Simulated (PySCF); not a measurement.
# Adding and removing an electron: NaZn

UHF-SCS-MP2; PySCF, no relativity, basis sets Na 6-31G(d,p), Zn 6-31G(d,p). Neutral (UHF): doublet (σ ↑), Re = 2.927 Å, ωe = 132 cm⁻¹, De = 0.12 eV.

NaZn⁺ (RHF): singlet (closed shell), Re = 2.793 Å, ωe = 191 cm⁻¹, De = 0.71 eV to Na⁺ + Zn. The energies at the minima are -1939.58729 hartree for NaZn and -1939.42594 for NaZn⁺.

**Question.** Work out the adiabatic ionisation energy, without and with harmonic zero-point energies (1 hartree = 27.2114 eV, 1 eV = 8065.5 cm⁻¹), and the change of the bond length.

**Answer.** At SCS-MP2: 0.16135 hartree = 4.391 eV between the minima; the zero-point term (191.0 − 132.0)/2 cm⁻¹ = +0.004 eV makes it 4.394 eV. Re changes by -13.4 pm against the neutral. The electron leaves a σ orbital, and the shorter bond of the ion fits an antibonding orbital, or a change in how ionic the bond is.

Correlated steps freeze 6 core orbitals. Weak bonds: NaZn. Basis-set superposition, not corrected here, can be much of De in a small basis, most of all at correlated wavefunction levels. For an ion De counts to the pair picked by the measured ionisation energies or electron affinities, which need not be the lowest pair at this level. States were picked by a PBE0 search and need not be the measured ground states.

Neutral and ion stand on different kinds of reference determinant, which adds to the error of the difference.
